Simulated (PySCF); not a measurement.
Bi(Me)2 (C2H6Bi), SMILES [CH3][Bi][CH3], multiplicity 2.

The structure is a stationary point at B3LYP-D3(BJ)/def2-SVP. The multiplicity is an assumed one; other spin states were not compared. The isomer is the one that the SMILES or the coordinates give; other isomers of the formula were not compared. The def2 effective core potentials stand for the cores of Bi; spin–orbit coupling is left out.

All values below come from B3LYP-D3(BJ)/def2-SVP (PySCF 2.14.0).

Frequencies are harmonic and unscaled.

```tsv
mode	ν (cm⁻¹)	IR (km/mol)	moving atoms (share of kinetic energy)
1	82	0.0	H 98 %
2	91	0.1	H 97 %
3	146	0.3	C 62 %, H 32 %
4	452	22.4	C 76 %, H 17 %
5	454	12.0	C 77 %, H 17 %
6	683	0.0	H 89 %, C 11 %
7	684	12.3	H 88 %, C 11 %
8	685	4.2	H 89 %, C 11 %
9	791	21.2	H 82 %, C 18 %
10	1170	12.9	H 83 %, C 17 %
11	1183	4.4	H 84 %, C 16 %
12	1426	0.0	H 94 %
13	1428	5.2	H 94 %
14	1436	1.7	H 95 %
15	1436	10.1	H 94 %
16	3040	14.3	H 98 %
17	3041	16.2	H 98 %
18	3150	13.2	H 90 %, C 10 %
19	3151	0.0	H 90 %, C 10 %
20	3159	10.1	H 90 %, C 10 %
21	3159	3.6	H 90 %, C 10 %
```
